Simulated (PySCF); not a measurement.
Species: [Y(CH3)(Br)2] (charge 0, multiplicity 1).

Problem. Predict the dipole moment, HOMO and LUMO from PBE-D3(BJ)/def2-TZVP // PBE-D3(BJ)/def2-SVP run with PySCF.

Solution. 
The dipole moment is 3.03 D, the HOMO comes out as -6.16 eV and the LUMO is -3.31 eV.
